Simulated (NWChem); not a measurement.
System meant: MnHOF, sextet; SMILES [F][Mn][OH]

Here is an NWChem input.

```
start job
memory heap 200 mb stack 900 mb global 1100 mb
geometry units angstroms noautoz
  Mn     0.013584    -0.027144    -0.000000
  F     -0.053390     1.757869     0.000000
  O      0.203757    -1.813984     0.000000
  H     -0.405338    -2.552809     0.000000
end
basis spherical
  * library def2-svp
end
dft
  odft
  mult 6
  xc b3lyp
  iterations 4
  mulliken
end
task dft energy
```

End of the output:

```
     --------------------------
     Expectation value of S2:
     --------------------------
      <S2> =      8.7586 (Exact =     8.7500)

 center of mass
 --------------
 x =   0.01119656 y =   0.09060854 z =   0.00000000

 moments of inertia (a.u.)
 ------------------
         422.549683334200          -0.000000000000           0.000000000000
          -0.000000000000           1.573730688021           0.000000000000
           0.000000000000           0.000000000000         424.123414022221

     Multipole analysis of the density
     ---------------------------------

     L   x y z        total         alpha         beta         nuclear
     -   - - -        -----         -----         ----         -------
     0   0 0 0     -0.000000    -24.000000    -19.000000     43.000000

     1   1 0 0     -0.488917     -0.158947     -0.329970      0.000000
     1   0 1 0     -0.730497     -0.390150     -0.340347      0.000000
     1   0 0 1      0.000000      0.000000      0.000000      0.000000

     2   2 0 0    -16.518423    -10.953111     -6.936019      1.370707
     2   1 1 0      2.326534     -0.061741     -0.095240      2.483515
     2   1 0 1     -0.000000      0.000000     -0.000000      0.000000
     2   0 2 0    -23.710200   -122.832808   -117.641301    216.763909
     2   0 1 1      0.000000      0.000000      0.000000      0.000000
     2   0 0 2    -17.152706    -10.576424     -6.576282      0.000000

 ------------------------------------------------------------------------
 dft energy failed                                                                                  0
 ------------------------------------------------------------------------
 ------------------------------------------------------------------------
  current input line :
    19: task dft energy
 ------------------------------------------------------------------------
 ------------------------------------------------------------------------
 This type of error is most commonly associated with calculations not reaching convergence criteria
 ------------------------------------------------------------------------
 For more information see the NWChem manual at https://nwchemgit.github.io

0:dft energy failed:Received an Error in Communication
```

Q: Can this run be used? If not, why, and what is the fix?

A: The run did not converge; its last values are not results. Cause: the SCF was allowed too few iterations. This input runs:
```
start job
memory heap 200 mb stack 900 mb global 1100 mb
geometry units angstroms noautoz
  Mn     0.013584    -0.027144    -0.000000
  F     -0.053390     1.757869     0.000000
  O      0.203757    -1.813984     0.000000
  H     -0.405338    -2.552809     0.000000
end
basis spherical
  Mn library def2-svp
  F library def2-svp
  O library def2-svp
  H library def2-svp
end
dft
  odft
  mult 6
  xc b3lyp
  iterations 150
  mulliken
end
task dft energy
```
It converges to -1326.47712 Ha (B3LYP/def2-SVP, spin-unrestricted).
